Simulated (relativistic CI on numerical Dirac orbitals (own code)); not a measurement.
Calculated levels, Ti I

Calculated at this level of theory: Dirac-Coulomb-Breit CI, orbitals from a KLI potential per configuration, model QED, valence Slater integrals scaled by 0.85, P86 correlation estimate, and configurations built on the next ion tied to the tabulated ionisation energy (semi-empirical) (own radial code, finite nucleus).

Configurations in the expansion (outside the closed core [Ar]): 3d²4s², 3d³4s, 3d²4s4p, 3d³4p, 3d²4s4d, 3d²4s5s, 3d²4s5p, 3d²4s5d, 3d²4s6s, 3d²4s4f, 3d²4s5f, 3d⁴, 3d²4p², 3d4s²4p, 3d³4d, 3d4s²6s, 3d³5s, 3d²4s6p, 3d4s²4f, 3d4s²6p, 3d4s²5d, 3d²4d², 3d4s4p², 3d²4s6d. Levels of other configurations are missing.

The lowest level is 3d²4s² ³F2, with 92 % of that term; Hund's rules for 3d²4s² give ³F with J = 2, in agreement.

```tsv
No.	Configuration	Term	J	E (eV)	%	Landé g	jj configuration (%)
1	3d²4s²	³F	2	0.0000	92	0.666	3d3/2^2 (64)
2	3d²4s²	³F	3	0.0196	92	1.083	3d3/2 3d5/2 (92)
3	3d²4s²	³F	4	0.0449	92	1.250	3d5/2^2 (73)
4	3d²4s²	¹D	2	0.9961	90	1.005	3d5/2^2 (36)
5	3d³(4F)4s	⁵F	1	1.1305	96	-0.002	3d3/2^2 3d5/2 4s (35)
6	3d³(4F)4s	⁵F	2	1.1340	96	1.000	3d3/2^2 3d5/2 4s (57)
7	3d³(4F)4s	⁵F	3	1.1392	96	1.250	3d3/2^2 3d5/2 4s (53)
8	3d³(4F)4s	⁵F	4	1.1460	96	1.351	3d3/2 3d5/2^2 4s (71)
9	3d²4s²	³P	0	1.1497	87		3d3/2^2 (53)
10	3d³(4F)4s	⁵F	5	1.1543	96	1.401	3d5/2^3 4s (45)
11	3d²4s²	³P	1	1.1558	87	1.501	3d3/2 3d5/2 (87)
12	3d²4s²	³P	2	1.1675	86	1.496	3d5/2^2 (48)
13	3d²4s²	¹G	4	1.5586	89	1.000	3d3/2 3d5/2 (70)
14	3d³(4F)4s	³F	2	1.8133	88	0.666	3d3/2^2 3d5/2 4s (46)
15	3d²(3F)4s<4F>4p	⁵G°	2	1.8143	99	0.332	3d3/2^2 4s 4p1/2 (50)
16	3d³(4F)4s	³F	3	1.8232	88	1.083	3d3/2 3d5/2^2 4s (51)
17	3d²(3F)4s<4F>4p	⁵G°	3	1.8252	99	0.917	3d3/2 3d5/2 4s 4p1/2 (43)
18	3d³(4F)4s	³F	4	1.8360	88	1.250	3d3/2 3d5/2^2 4s (45)
19	3d²(3F)4s<4F>4p	⁵G°	4	1.8397	99	1.150	3d3/2 3d5/2 4s 4p1/2 (36)
20	3d²(3F)4s<4F>4p	⁵G°	5	1.8576	99	1.267	3d3/2 3d5/2 4s 4p3/2 (59)
21	3d²(3F)4s<4F>4p	⁵G°	6	1.8790	99	1.334	3d5/2^2 4s 4p3/2 (78)
22	3d²(3F)4s<4F>4p	⁵F°	1	1.9320	97	-0.002	3d3/2^2 4s 4p1/2 (30)
23	3d²(3F)4s<4F>4p	⁵F°	2	1.9384	97	1.000	3d3/2^2 4s 4p3/2 (29)
24	3d²(3F)4s<4F>4p	⁵F°	3	1.9481	97	1.250	3d3/2 3d5/2 4s 4p3/2 (35)
25	3d²(3F)4s<4F>4p	⁵F°	4	1.9609	97	1.350	3d3/2 3d5/2 4s 4p3/2 (52)
26	3d²(3F)4s<4F>4p	⁵F°	5	1.9767	97	1.401	3d5/2^2 4s 4p3/2 (52)
27	3d²(3F)4s<4F>4p	⁵D°	0	2.1258	97		3d3/2^2 4s 4p3/2 (66)
28	3d²(3F)4s<4F>4p	⁵D°	1	2.1284	97	1.500	3d3/2^2 4s 4p3/2 (49)
29	3d²(3F)4s<4F>4p	⁵D°	2	2.1337	97	1.500	3d3/2 3d5/2 4s 4p3/2 (50)
30	3d²(3F)4s<4F>4p	⁵D°	3	2.1419	97	1.500	3d3/2 3d5/2 4s 4p3/2 (43)
31	3d²(3F)4s<4F>4p	⁵D°	4	2.1532	97	1.501	3d5/2^2 4s 4p1/2 (42)
32	3d³(4P)4s	⁵P	1	2.2082	97	2.503	3d3/2^2 3d5/2 4s (51)
33	3d³(4P)4s	⁵P	2	2.2127	97	1.835	3d3/2 3d5/2^2 4s (39)
34	3d³(4P)4s	⁵P	3	2.2198	97	1.668	3d3/2 3d5/2^2 4s (60)
35	3d²(3F)4s<4F>4p	³F°	2	2.3841	94	0.667	3d3/2 3d5/2 4s 4p3/2 (46)
36	3d³(2G)4s	³G	3	2.3857	95	0.749	3d3/2 3d5/2^2 4s (48)
37	3d³(2G)4s	³G	4	2.3901	95	1.050	3d3/2^2 3d5/2 4s (44)
38	3d²(3F)4s<4F>4p	³F°	3	2.3952	94	1.085	3d3/2 3d5/2 4s 4p3/2 (29)
39	3d³(2G)4s	³G	5	2.3959	95	1.200	3d5/2^3 4s (41)
40	3d²(3F)4s<4F>4p	³F°	4	2.4120	95	1.251	3d5/2^2 4s 4p3/2 (39)
41	3d²(3F)4s<4F>4p	³D°	1	2.4706	92	0.499	3d3/2 3d5/2 4s 4p3/2 (56)
42	3d²(3F)4s<4F>4p	³D°	2	2.4781	92	1.165	3d5/2^2 4s 4p3/2 (27)
43	3d²(3F)4s<4F>4p	³D°	3	2.4908	92	1.332	3d5/2^2 4s 4p3/2 (44)
44	3d²(3F)4s<2F>4p	³G°	3	2.6549	97	0.750	3d3/2 3d5/2 4s 4p1/2 (40)
45	3d²(3F)4s<2F>4p	³G°	4	2.6683	97	1.050	3d3/2^2 4s 4p3/2 (29)
```

Energies count from the lowest computed level; ° marks odd parity. Percentages are summed over parent terms; the parents shown are those of the largest component, closed shells are left out there, and <> holds an intermediate term. Filled j subshells are mostly left out of the jj labels.

The mean weight of the leading LS term, summed over parents, in these 45 levels is 94 %, and that of the leading jj configuration (from the same eigenvectors) 50 %, so LS coupling describes them better.

Configurations that consist of the next ion and one excited electron were tied to the tabulated ionisation energy; Rydberg ones are usually within 1,000 to 3,000 cm⁻¹ and the lowest ones within about 6,000 (9,000 in d shells), while levels on excited terms of the next ion carry the error of that term, and the other configurations can be misplaced by 10,000 cm⁻¹ or more. Rates follow the energies as ν³ (E1, M1) or ν⁵ (E2), so rates, branching and lifetimes can be off by large factors. The fine structure of a lone outer electron comes out too small, for d and f at times inverted, and misplaced configurations move strength between like terms. 65 of the 77 excited levels that our extract of the measured tables holds in this range could be paired (the sources list more); they are missed by 1028 cm⁻¹ on average and 3093 at most, and levels without a partner can miss by more.

Landé's interval rule says that E(J) − E(J−1) = AJ with one A. For the ground term the intervals give A = 52.8, 50.9 cm⁻¹ for J = 3, 4; the multiplet is regular.
